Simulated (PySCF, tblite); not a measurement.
Species: C₇H₅NS.
Geometry (GFN2-xTB, Å), atoms numbered from 1 in this order:
```xyz
14
C7H5NS angstrom
N     -2.6194    2.6215   -0.2701
C     -1.8843    1.7480   -0.1695
C     -0.9705    0.6746   -0.0488
C     -1.4346   -0.6168    0.1989
C     -0.5242   -1.6525    0.3108
C      0.8310   -1.4128    0.1781
C      1.2918   -0.1218   -0.0679
S      3.0322    0.1271   -0.2268
C      0.3937    0.9274   -0.1814
H     -2.4941   -0.7960    0.2999
H     -0.8725   -2.6558    0.5034
H      1.5430   -2.2195    0.2622
H      2.9729    1.4407   -0.4402
H      0.7344    1.9354   -0.3708
```

Theory: PBE0/pcSseg-1 in PySCF (dipole) on a GFN2-xTB geometry, gas phase.

Masses are those of the commonest isotopes; rigid-rotor values at the optimised geometry. The values belong to one conformer with, in the numbering `[N:1]#[C:2][c:3]1[cH:4][cH:5][cH:6][c:7]([SH:8])[cH:9]1`, C6–C7–S8–H 180°.

Problem. What are A, B and C (MHz)?

Solution. Ia = 181.49, Ib = 557.57, Ic = 739.06 u·Å²; 505379 MHz·u·Å²/I gives A = 2785, B = 906.4, C = 683.8 MHz.

Problem. Classify the top.

Solution. An asymmetric top; Ray's κ = -0.788.

Problem. What does the inertial defect say?

Solution. Planar: Δ = Ic − Ia − Ib = 0.00 u·Å². For a rigid frame Δ = −2 Σ m c², so it vanishes when all atoms lie in the ab plane; here none is more than 0.01 Å from it.

Problem. Which types of transition are allowed, and where do some lines up to J = 2 fall?

Solution. The dipole components are |μa| = 3.01 D, |μb| = 1.70 D, |μc| = 0.00 D; the mirror of this Cs structure is the ab plane, so μc vanishes by symmetry (the 0.01 D computed is a residue) and there are no c-type lines. The squared components, which scale the intensities, stand as 1.00 : 0.32 (a : b). Some lines, for components of 0.1 D or more:

```
type  branch         J(Ka,Kc)   MHz  lower level (cm⁻¹)
   a       Q  2(1,1) ← 2(1,2)   668               0.214
   b       R  2(0,2) ← 1(1,1)  1284               0.116
   a       R  1(0,1) ← 0(0,0)  1590               0.000
   b       Q  1(1,0) ← 1(0,1)  2101               0.053
   b       Q  2(1,1) ← 2(0,2)  2342               0.159
   a       R  2(1,2) ← 1(1,1)  2958               0.116
   a       R  2(0,2) ← 1(0,1)  3162               0.053
   a       R  2(1,1) ← 1(1,0)  3403               0.123
   b       R  1(1,1) ← 0(0,0)  3468               0.000
   b       R  2(1,2) ← 1(0,1)  4836               0.053
   b       Q  2(2,0) ← 2(1,1)  5653               0.237
   b       Q  2(2,1) ← 2(1,2)  6302               0.214
   b       R  2(2,1) ← 1(1,0)  9038               0.123
   b       R  2(2,0) ← 1(1,1)  9279               0.116
```

Problem. Estimate the classical rotational partition function at 10 K, 50 K and 298.15 K.

Solution. Point group Cs, symmetry number σ = 1; q = (√π/σ)·√((kT/h)³/(ABC)), k/h = 20836.6 MHz/K: 4060 at 10 K, 45400 at 50 K, 661000 at 298.15 K.

Its GFN2-xTB frequencies are all real (lowest 120 cm⁻¹). These are rigid-rotor constants of the computed structure; measured ground-state constants (B0) also hold zero-point vibration. Quadrupole hyperfine structure (14N) is left out.
